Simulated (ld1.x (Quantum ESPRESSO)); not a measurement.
## Which change was made? (Ni, TM semilocal)

| Item | Value |
| --- | --- |
| Element | Ni (Z = 28) |
| Generator | ld1.x (Quantum ESPRESSO) 7.5 |
| Type | norm-conserving Troullier–Martins (semilocal form) |
| Functional | PBE |
| Relativity | scalar-relativistic |
| Frozen core | [Ne] 3s2 |
| Valence charge | 16 |
| Reference configuration | 3p6 3d8 4s1.5 4p0 (charge +0.5) |
| Partial waves | 3p (bound): rc 0.75 bohr; 3d (bound): rc 1.05 bohr; 4s (bound): rc 2.05 bohr |
| Local potential | the s channel |
| Core correction | none |

Cutoffs, loose and tight: the cutoffs (Ry, on a coarse ladder) from which the occupation-weighted sum of valence levels, in a spherical-Bessel basis at the reference potential, stays within 10 and 1 mRy of its value at 400 Ry. They do not see the model core or the augmentation charge, which bear on the density cutoff. Test errors are all-electron minus pseudo excitation energies from the reference, over the configurations 3p6 3d8 4s2 4p0; 3p6 3d8 4s1 4p0; 3p6 3d8 4s0 4p0; 3p5 3d8 4s2 4p0; 3p6 3d8.5 4s1.5 4p0; 3p6 3d8 4s0 4p2; 3p6 3d8 4s0 4p1; variants that change the core or the reference have their own tests.

The base gives: outcome: generated; cutoff, loose: 200 Ry; cutoff, tight: over 300 Ry; bound ghosts: none; largest test error (meV): -112.

After one change the result is: outcome: generated; cutoff, loose: over 300 Ry; cutoff, tight: over 300 Ry; bound ghosts: none; largest test error (meV): +15. Which change was it?
A. all radii scaled by about 0.87 (s 1.78, p 0.66, d 0.92 bohr)
B. all radii scaled by about 0.76 (s 1.56, p 0.56, d 0.80 bohr)
C. all radii scaled by about 1.26 (s 2.60, p 0.94, d 1.32 bohr)

B. The others give: all radii scaled by about 0.87 (s 1.78, p 0.66, d 0.92 bohr) → outcome: generated; cutoff, loose: 260 Ry; cutoff, tight: over 300 Ry; bound ghosts: none; largest test error (meV): -74 | all radii scaled by about 1.26 (s 2.60, p 0.94, d 1.32 bohr) → outcome: generated; cutoff, loose: 160 Ry; cutoff, tight: 260 Ry; bound ghosts: none; largest test error (meV): -116.
